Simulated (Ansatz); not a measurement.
`FC[BH][GeH2][AlH2]`. Charge 0, multiplicity 1. The structure was optimised at the PBE0-D4/def2-TZVP level. It is one conformer, not always the lowest.

```xyz
12

F    -1.590    1.753    2.248
C    -0.872    1.553    1.076
B     0.164    0.401    1.118
Ge    1.137   -0.170   -0.589
Al   -0.065   -2.136   -1.515
H    -1.593    1.419    0.256
H    -0.340    2.489    0.839
H     0.361   -0.194    2.136
H     2.603   -0.544   -0.301
H     1.131    0.945   -1.658
H     0.510   -3.605   -1.343
H    -1.445   -1.910   -2.267
```

Problem. What is the dipole moment at PBE/def2-TZVPP? (Best estimate.)

Solution. The calculation gave: 1.60 D, with components (0.58, -0.23, -1.47) D in this frame, pointing from negative to positive charge.

Problem. And with r2SCAN, B3LYP, ωB97M-V? (Best estimate.)

Solution. The calculation gave: r2SCAN 1.63 D, B3LYP 1.67 D, ωB97M-V 1.63 D.

Problem. Give the Mulliken charges with PBE, ωB97M-V, B3LYP in def2-TZVPP. (Estimate.)

Solution. Ansatz gave: 
```
atom    PBE  ωB97M-V  B3LYP
  F1  -0.21    -0.24  -0.26
  C2   0.07     0.08   0.11
  B3  -0.06    -0.09  -0.04
 Ge4  -0.13    -0.31  -0.17
 Al5   0.34     0.39   0.39
  H6   0.09     0.11   0.09
  H7   0.09     0.11   0.09
  H8   0.05     0.12   0.06
  H9   0.00     0.03   0.00
 H10  -0.01     0.02  -0.01
 H11  -0.11    -0.10  -0.13
 H12  -0.11    -0.11  -0.14
```

B3LYP here is the variant with VWN-RPA as its local correlation; programs differ in this.
